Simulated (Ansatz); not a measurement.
Frontier orbitals of CH4AsNO, SMILES `O/C=N/[AsH2]`.

```
atom   x (Å)   y (Å)   z (Å)
  O1  -0.754  -0.356   2.062
  C2  -0.615  -0.405   0.733
  N3   0.281   0.239   0.126
 As4   0.289   0.022  -1.734
  H5  -0.062   0.237   2.391
  H6  -1.373  -1.063   0.296
  H7   1.796  -0.183  -1.835
  H8   0.438   1.509  -2.039
```

The species carries charge 0 and has multiplicity 1. Correlated methods include outer-core shells of As, which these sets cover unevenly. Scalar relativity is left out up to krypton. All single points use the PBE0-D4/def2-TZVP geometry. It is one conformer, not always the lowest. Basis def2-TZVPP, the Gaussian-basis code of Ansatz.

Orbital energies of one run (eV). Highest occupied ones, from the top: -7.10, -8.35, -9.35, -10.73, -11.26, -12.59, -13.37, -14.57, -17.87, -19.01, -25.86, -31.53, -46.09, -46.14. Empty: 0.23, 0.27, 1.01, 1.64, 2.05, 3.33.

(1) Which functional gave them?
A. ωB97X-V
B. r2SCAN0
C. LDA (SPW92)
D. LC-ωPBE

## Answers

(1) B. HOMO energies: r2SCAN0 -7.10, LDA (SPW92) -5.87, ωB97X-V -9.21, LC-ωPBE -9.54 eV.

LC-ωPBE has ω = 0.4 bohr⁻¹.
